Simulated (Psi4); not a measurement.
MoHSO2F (SMILES [O]=[Mo]([OH])([F])=[S]): methods side by side

MoHSO2F has 6 atoms, charge 0, and is taken as a singlet. As SMILES, `[O]=[Mo]([OH])([F])=[S]`. The shape was relaxed beforehand at PBE0/def2-TZVP. This is one conformer, not always the lowest.

| atom | x (Å) | y (Å) | z (Å) |
| --- | --- | --- | --- |
| O | -1.4670 | 0.0979 | 1.1107 |
| Mo | -0.3554 | 0.0574 | -0.1269 |
| O | 1.2579 | -0.6093 | 0.5049 |
| F | -1.0050 | -0.9761 | -1.5040 |
| S | -0.0484 | 2.0250 | -0.8046 |
| H | 1.3413 | -1.0549 | 1.3536 |

Quantity: the HOMO–LUMO gap, in eV. The values are calculated.

```
                                                 level                    kind  program  value (eV)
   PBE-D4/def2-TZVPP (density fitting, core potential)                     GGA     Psi4        3.06
r2SCAN-D4/def2-TZVPP (density fitting, core potential)                meta-GGA     Psi4        3.35
 B3LYP-D4/def2-TZVPP (density fitting, core potential)           global hybrid     Psi4        4.55
  PBE0-D4/def2-TZVPP (density fitting, core potential)           global hybrid     Psi4        4.98
  wB97M-V/def2-TZVPP (density fitting, core potential)  range-separated hybrid     Psi4        9.16
```

The values span 3.06 to 9.16 eV. Orbital gaps aren't excitation energies; they tend to grow with the share of exact exchange.
